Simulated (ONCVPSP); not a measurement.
How hard is this Hf ONCV potential?

Hf, optimised norm-conserving Vanderbilt (ONCV), made with ONCVPSP 4.0.1 (LDA (Perdew-Wang 92), fully relativistic). Core [Kr] 4d10 4f14, reference 5s2 5p6 5d2 6s2. Waves: 5s+6s: rc 2.20 bohr, ncon 4, nbas 7, qcut 6.5 1/bohr, 2 projectors; 5p: rc 1.85 bohr, ncon 4, nbas 7, qcut 6.4 1/bohr, 1 projector; 5d: rc 2.95 bohr, ncon 3, nbas 8, qcut 5.1 1/bohr, 2 projectors, debl 1.4 Ha. Local part: polynomial inside 1.70 bohr (lpopt 5, dvloc0 3 Ha). Core correction: Teter function fitted to the true core (icmod 2), fcfact 0.7.

Open shells are filled in proportion to 2j + 1.

Q: For each optimised wave give the share of its norm inside rc, the residual kinetic energy above qcut (Ha) and the cutoffs (Ha) for errors of 10, 1, 0.1 and 0.01 mHa per electron.

A:

```tsv
wave	norm inside rc	residual KE	10 mHa	1 mHa	0.1 mHa	0.01 mHa
5s	0.988	7.3e-08	4.3	10.8	14.1	16.5
6s	0.134	3.1e-07	3.7	11.2	15.1	17.9
5p j=3/2	0.845	1.8e-05	6.9	10.3	17.6	27.1
5p j=1/2	0.899	6.8e-06	8.7	10.9	13.1	19.6
5d j=5/2	0.707	2.7e-07	6.5	8.5	10.1	11.2
d projector 2 j=5/2	0.269	4.4e-06	7.9	9.8	11.2	12.7
5d j=3/2	0.743	3.5e-07	6.7	8.6	10.2	11.3
d projector 2 j=3/2	0.275	5.6e-06	8.0	9.9	11.3	13.2
```

The occupied waves need 11 Ha and 18 Ha for 1 and 0.1 mHa. 1 of 4 tests not solved or not reliable.
